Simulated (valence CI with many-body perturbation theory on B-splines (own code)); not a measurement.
## Sensitivity of CI+MBPT for Sr²⁵⁺

Calculated by configuration interaction combined with many-body perturbation theory (CI+MBPT): three valence electrons over a frozen Dirac-Fock core [Ne], a basis of 6 s, 6 p, 5 d, 3 f, 1 g functions for each j, with the one-electron correlation potential Σ1, the two-electron term Σ2, the three-electron term Σ3, Breit, model QED; selected CI, second order for the rest (own B-spline code, finite nucleus).

No measured spectrum was set against this ion. As an estimate, levels of excited configurations hold to 0.05 to 0.15 % of their energy, terms of the ground configuration to about 0.5 %.

The reference run has the lowest level 3s²3p ²P°_1/2 and an ionisation energy of 1221.37 eV. Its largest variational space holds 2878 state functions.

Names give the largest LS component (configuration and term), which can be under half, so a name can repeat, a term be missing and a line seem to break the LS rules; names also repeat where a configuration has a term twice.

Changed runs:
A. lowest core n in screening and Σ2 1 → 4; Breit term on → off
B. scale of Σ2 1 → 0.5
C. factor on the speed of light 1 → 100; QED terms on → off
D. correlating orbitals by l 3 3 3 2 1 → 2 2 1 1 0; natural orbitals for correlation on → off (bad on purpose)

Excitation energies of the reference run in cm⁻¹, and shifts in cm⁻¹:

| Level | Reference | B | C | D |
| --- | --- | --- | --- | --- |
| 3s²3p ²P°_3/2 | 126452 | -69 | -126439 | -28 |
| 3s3p² ⁴P_1/2 | 453334 | -587 | -81569 | -869 |
| 3s3p² ⁴P_3/2 | 525032 | -790 | -153263 | -1165 |
| 3s3p² ⁴P_5/2 | 567954 | -647 | -196178 | -836 |
| 3s3p² ²D_3/2 | 651728 | -101 | -170277 | +190 |
| 3s3p² ²D_5/2 | 699615 | -440 | -218164 | -238 |
| 3s3p² ²P_1/2 | 729475 | +1714 |  | +1310 |
| 3s3p² ²S_1/2 | 855877 | +1211 |  | +1564 |
| 3s3p² ²P_3/2 | 862711 | +2054 | -234705 | +1189 |
| 3s²3d ²D_3/2 | 934195 | +2078 | -149772 | +1850 |
| 3s²3d ²D_5/2 | 949839 | +1950 | -165414 | +1754 |
| 3p³ ²D°_3/2 | 1160070 | +510 | -210764 | -107 |
| Ionisation energy (eV) | 1221.37 | +0.09 | -18.70 | -0.16 |

A blank means that the level has no clear partner in that run.

Run A: It gave no result: the setting left no core shell for the response of the core. The program said: "need at least one array to concatenate".
